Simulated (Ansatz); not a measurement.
CH$_{5}$OPSeSi (`OP1[SiH2]C[Se]1`), relaxed with RKS PBE-D4/def2-SVP in Ansatz 0.2.0 from a rough embedded geometry. The force threshold is 0.03 eV/Å; the program also tests the step.

Total charge 0; spin multiplicity 1.

Start:

```xyz
10

O     0.611   -1.417   -1.534
P     1.318   -1.050   -0.026
Si   -0.582   -0.459    0.798
C    -0.381    1.367    0.320
Se    1.478    1.215   -0.458
H     1.439   -1.636   -2.159
H    -1.764   -1.050    0.096
H    -0.657   -0.556    2.270
H    -0.375    1.969    1.159
H    -1.086    1.617   -0.469
```

(1) How much energy does the relaxation release, and in how many steps? (Best estimate.)

(2) Which bonds change most? (Estimate.)

(3) Give the relaxed structure. (Estimate.)

Answers

(1) The calculation gave: 16.08 kcal/mol, in 9 steps.

(2) Ansatz gave: P2–Si3 from 2.154 to 2.300 Å; O1–H6 from 1.060 to 0.978 Å; C4–H9 from 1.033 to 1.108 Å; P2–Se5 from 2.312 to 2.344 Å.

(3) Computed: 
```xyz
10

O     0.629   -1.344   -1.699
P     1.328   -1.139   -0.157
Si   -0.625   -0.449    0.842
C    -0.399    1.347    0.259
Se    1.590    1.177    0.084
H     1.341   -1.596   -2.322
H    -1.885   -1.162    0.417
H    -0.471   -0.545    2.334
H    -0.670    2.147    0.976
H    -0.838    1.564   -0.733
```
